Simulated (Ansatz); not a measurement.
System: C4H2BrO, net charge -1, singlet state. It need not be the lowest isomer of its formula. Whether it binds its extra electron was not tested at this geometry. SMILES: Brc1cc[c-]o1
Geometry: optimised at B3LYP-D3(BJ)/def2-TZVP (Ansatz, an electronic-structure program).

Parts of the frozen-core correlation energy in 6-31G (Ansatz, hartree). Frozen orbitals: 19; correlated occupied orbitals by spin: 16 and 16; virtual: 43 and 43. No spin-orbit coupling. Non-relativistic.

```json
[
 {"term": "reference (HF)", "value": "-2799.34445"},
 {"term": "MP2 opposite-spin", "value": "-0.38011"},
 {"term": "MP2 same-spin", "value": "?"},
 {"term": "CCSD correlation", "value": "?"},
 {"term": "(T)", "value": "?"},
 {"term": "T1 diagnostic", "value": "0.016"},
 {"term": "largest doubles amplitude", "value": "0.077"}
]
```

Task: Some entries are withheld; supply them.

Result: 
- MP2 same-spin, value: -0.13500
- CCSD correlation, value: -0.54152
- (T), value: -0.02141
